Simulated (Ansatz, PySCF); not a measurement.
The PySCF input:
```python
from pyscf import gto, scf, cc

mol = gto.Mole()
mol.atom = '''
    C    -0.50390000   -0.01360000    0.01140000
    S     1.12520000    0.78930000   -0.10180000
    H    -0.59580000   -0.52580000    0.96380000
    H    -1.23950000    0.78140000   -0.05410000
    H    -0.63110000   -0.70500000   -0.81550000
    H     1.84520000   -0.32630000   -0.00380000
'''
mol.basis = 'def2-svp'
mol.charge = -1
mol.spin = 1
mol.verbose = 4
mol.build()

mf = scf.UHF(mol)
mf.kernel()

mycc = cc.CCSD(mf, frozen=6)
mycc.kernel()
et = mycc.ccsd_t()
print('E(CCSD(T)) = %.10f' % (mycc.e_tot + et))
```

Q: Write the same job for Ansatz (a first-principles code).

A: This is not unique; one that fits is 
Ansatz 0.2 input:
```yaml
crystal:
  periodic: [false, false, false]
  atoms:
    - {symbol: C, position_ang: [-0.50390000, -0.01360000, 0.01140000]}
    - {symbol: S, position_ang: [1.12520000, 0.78930000, -0.10180000]}
    - {symbol: H, position_ang: [-0.59580000, -0.52580000, 0.96380000]}
    - {symbol: H, position_ang: [-1.23950000, 0.78140000, -0.05410000]}
    - {symbol: H, position_ang: [-0.63110000, -0.70500000, -0.81550000]}
    - {symbol: H, position_ang: [1.84520000, -0.32630000, -0.00380000]}
basis:
  gaussian:
    orbitals: def2-SVP
total_charge: -1
magnetization: {spin_polarized: true, initial_magnetization: 1}
correlation: {method: ccsd_t, electrons: outside_noble_gas}
accuracy: high
```

Both were run: PySCF gave -437.757775 Eh and Ansatz -437.757775 Eh, 0.000 mEh apart.
